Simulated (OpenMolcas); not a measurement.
# Ions of charge +3 along the 4d row on the Cd site of KCdF3

```
Program             : OpenMolcas 26.06
Method              : CASSCF
Spin-orbit coupling : RASSI with atomic mean-field integrals over the reference wave functions
```

The d shell is active. Each dopant is a cluster with its nearest anions in model potentials and point charges, with no relaxation and no local charge compensation. Distances were set from a Shannon-type radius of the metal (high-spin where two are listed) plus a fixed donor radius (F 1.31 Å), in hosts weighted 0.65 to 0.35 with the host's distance in the model lattice. Ligand basis ANO-RCC-VDZP, DKH2 Hamiltonian. States (labels of O, the rotations of Oh). Energies in cm-1 above the lowest state or level, χT in cm3 K/mol; under a threefold ground state the first gap can be a small split of the lowest multiplet, not the spin-orbit step; 10Dq and B are least-squares fits to the states below 45000 cm-1, weighted by degeneracy, with a free offset, and given where the rms deviation is under 5 % of |10Dq| (or 100 cm-1) and under 700 cm-1. Spin-only χT is S(S+1) / 2 for the spin of the ground state.

```csv
Ion,Shell,R (Å),Metal basis,Ground state,First state of that spin,10Dq,B (rms of fit),First gap with spin-orbit (degeneracies),χT at 300 K,First state of another spin,Spin-only χT
Nb3+,4d2,2.072,ANO-RCC-VTZP,3T1,3T2 24811,26402,694 (84),"21.8 (2, 3)",0.460,1E 9916,1.000
Mo3+,4d3,2.053,ANO-RCC-VTZP,4A2,4T2 24500,24403,743 (53),"14535 (4, 4)",1.767,2E 14608,1.875
Ru3+,4d5,2.046,ANO-RCC-VTZP,6A1,,20351,800 (177),"194.1 (2, 4)",3.546,2T2 1883,4.375
Rh3+,4d6,2.037,ANO-RCC-VTZP,1A1,1T1 16936,19318,802 (201),"8484 (1, 2)",0.049,5T2 9567,0.000
Pd3+,4d7,2.098,ANO-RCC-VTZP,4T1,4T2 14282,16158,827 (287),"172.7 (2, 4)",2.298,2E 466.0,1.875
Ag3+,4d8,2.092,ANO-RCC-VTZP,3A2,3T2 16067,15694,921 (109),"11896 (3, 2)",1.304,1E 12609,1.000
```

Among the 6 ions with a close fit, |10Dq| is smallest for Ag3+ (15694 cm-1) and largest for Nb3+ (26402 cm-1). The error differs from ion to ion, so this order need not be the real one.

B goes from 694 cm-1 (Nb3+) to 921 cm-1 (Ag3+).

Below the highest spin of the shell: Rh3+. χT departs most from the spin-only value for Ru3+, by -0.829 cm3 K/mol.

Without dynamic correlation the repulsion within the d shell is too large (B by tens of per cent), so at a given field states of lower spin stand too high. With metal d orbitals alone the field can be off either way by tens of per cent. Ligand-to-metal charge-transfer states are missing. With no ligand orbital active B as a rule stays too high, so bands that hang on it stand too high and its fall with covalency is understated. An orbital triplet at a regular site is open to Jahn-Teller coupling, which can distort the site and quench the lowest spin-orbit gaps and is left out (holds for Nb3+; Pd3+). The least metal-like active orbital is 84 % on the metal (Löwdin) and no ligand orbital is active, so the numbers are rough (holds for Nb3+; Mo3+). Spin-orbit coupling mixes the spin-free states strongly: the lowest level takes only 68 % from its leading state, 6A1 (holds for Ru3+). This shell can be high or low spin here, a state of another spin lies low, and with metal d orbitals alone active their balance is uncertain, so the ground spin may be wrong (holds for Ru3+; Pd3+). This shell can be high or low spin here, a state of another spin lies low, and with metal d orbitals alone active their balance is uncertain, so the ground spin may be wrong, although the usual error favours high spin (holds for Rh3+). The least metal-like active orbital is 81 % on the metal (Löwdin) and no ligand orbital is active, so the numbers are rough (holds for Rh3+). The least metal-like active orbital is 82 % on the metal (Löwdin) and no ligand orbital is active, so the numbers are rough (holds for Pd3+). Real 4d8 and 5d8 ions are as a rule square planar and diamagnetic (holds for Ag3+). The least metal-like active orbital is 77 % on the metal (Löwdin) and no ligand orbital is active, so the numbers are rough (holds for Ag3+). No measured value stands beside these numbers; the geometry was set by hand and not optimised.
